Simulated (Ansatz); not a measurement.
CH4Si, SMILES `C=[SiH2]` (charge 0, multiplicity 1).

Computed with frozen-core CCSDT(Q)/cc-pVDZ // B3LYP-D3(BJ)/def2-TZVP in Ansatz (an electronic-structure program).

Ansatz 0.2 input:
```yaml
crystal:
  periodic: [false, false, false]
  atoms:
    - { symbol: C, position_ang: [-0.770307, -0.42434, 0.2791] }
    - { symbol: Si, position_ang: [0.649698, 0.357906, -0.23541] }
    - { symbol: H, position_ang: [-1.038967, -1.416069, -0.060943] }
    - { symbol: H, position_ang: [-1.465962, 0.036176, 0.968538] }
    - { symbol: H, position_ang: [1.023418, 1.70727, 0.221977] }
    - { symbol: H, position_ang: [1.602121, -0.260943, -1.173262] }
basis:
  gaussian: { orbitals: cc-pVDZ }
correlation:
  method: ccsdt_q
```

Output:

```
Functional definition: HF
990 factors; integrals over basis functions are off by at most 1.6e-7 eV
mean field evaluation 1: about -8951.8798 eV, gradient 2.6e1 eV
mean field evaluation 2: about -8951.8818 eV, gradient 2.6e1 eV
mean field evaluation 4: about -8954.0930 eV, gradient 2.4e0 eV
mean field evaluation 8: about -8954.1325 eV, gradient 8.2e-4 eV
mean field evaluation 16: about -8954.1302 eV, gradient 2.2e-1 eV
mean field -8954.13254215 eV, -329.0583015949 hartree, gradient 2.5e-6 eV, S^2 0.000000; 0 other end points of the search recorded, 0 dependent functions left out; unrestricted orbitals would lower it
6 core orbitals not correlated
reference -8954.13254215 eV, -329.0583015949 hartree; 6, 6 occupied and 40, 40 virtual orbitals, 990 factors
second order -6.62253448 eV of doubles, -0.00000000 eV of singles
cycle   1  -7.21307565 eV  change   -5.9e-1 eV  update   8.7e-2
cycle   2  -7.65515841 eV  change   -4.4e-1 eV  update   4.2e-2
cycle   3  -7.85065493 eV  change   -2.0e-1 eV  update   2.1e-2
cycle   4  -7.83769965 eV  change    1.3e-2 eV  update   7.3e-3
cycle   5  -7.84051396 eV  change   -2.8e-3 eV  update   4.0e-3
cycle   6  -7.84411648 eV  change   -3.6e-3 eV  update   1.2e-3
cycle   7  -7.84354614 eV  change    5.7e-4 eV  update   3.7e-4
cycle   8  -7.84361585 eV  change   -7.0e-5 eV  update   1.4e-4
cycle   9  -7.84370009 eV  change   -8.4e-5 eV  update   5.5e-5
cycle  10  -7.84367058 eV  change    3.0e-5 eV  update   1.9e-5
cycle  11  -7.84366721 eV  change    3.4e-6 eV  update   7.8e-6
cycle  12  -7.84366974 eV  change   -2.5e-6 eV  update   2.7e-6
cycle  13  -7.84367161 eV  change   -1.9e-6 eV  update   1.1e-6
cycle  14  -7.84367231 eV  change   -7.0e-7 eV  update   3.8e-7
perturbative correction -0.01977545 eV, -0.0007267345 hartree
Total energy: -8961.99598991 eV, -329.3472779700 hartree
```
